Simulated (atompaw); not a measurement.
## Plane-wave convergence, PAW (atompaw) potential for tin (Sn)

```json
{
  "Element": "tin (Sn)",
  "Generator": "atompaw 4.2.0.5",
  "Type": "PAW",
  "Functional": "PBEsol",
  "Relativity": "scalar-relativistic",
  "Frozen core": "[Kr] 4d10",
  "Valence charge": "4",
  "Reference configuration": "5s1 5p3",
  "Partial waves": "5s (bound): rc 2.70 bohr; 5s channel at 4 Ry: rc 2.70 bohr; 5p (bound): rc 2.70 bohr; 5p channel at 0.9 Ry: rc 2.70 bohr",
  "Local potential": "bessel scheme, radius 1.80 bohr",
  "Core correction": "smooth core density matched at 2.35 bohr",
  "Augmentation charge": "besselshape compensation charge, radius 2.40 bohr; PAW radius 2.70 bohr; waves and projectors: custom rrkj gramschmidtortho"
}
```

The pseudo-atom Hamiltonian at the reference potential is diagonalised in spherical Bessel functions j_l(qr) that vanish at 20 bohr, with q² up to the cutoff. All-electron valence levels (Ry): 5s -0.8426, 5p -0.3187.

How do the lowest levels (Ry) of each channel move with the cutoff, and are there ghosts?

| cutoff (Ry) | s #1 | s #2 | p #1 | p #2 | d #1 | d #2 | f #1 | f #2 | Σ f·Δε (mRy) |
| --- | --- | --- | --- | --- | --- | --- | --- | --- | --- |
| 8 | -0.8426 | -0.0344 | -0.3184 | 0.0230 | 0.0207 | 0.0854 | 0.1065 | 0.2260 | 1.2 |
| 10 | -0.8426 | -0.0345 | -0.3186 | 0.0230 | 0.0180 | 0.0837 | 0.1065 | 0.2260 | 0.3 |
| 12 | -0.8426 | -0.0345 | -0.3187 | 0.0230 | 0.0166 | 0.0829 | 0.1065 | 0.2260 | 0.1 |
| 15 | -0.8426 | -0.0345 | -0.3187 | 0.0230 | 0.0160 | 0.0826 | 0.1065 | 0.2260 | 0.1 |
| 400 | -0.8426 | -0.0345 | -0.3187 | 0.0230 | 0.0158 | 0.0824 | 0.1065 | 0.2260 | 0.0 |

Result: no extra level below or beside the all-electron valence levels (s, p, d, f tested); 10 mRy is reached at 6 Ry and 1 mRy at 10 Ry.
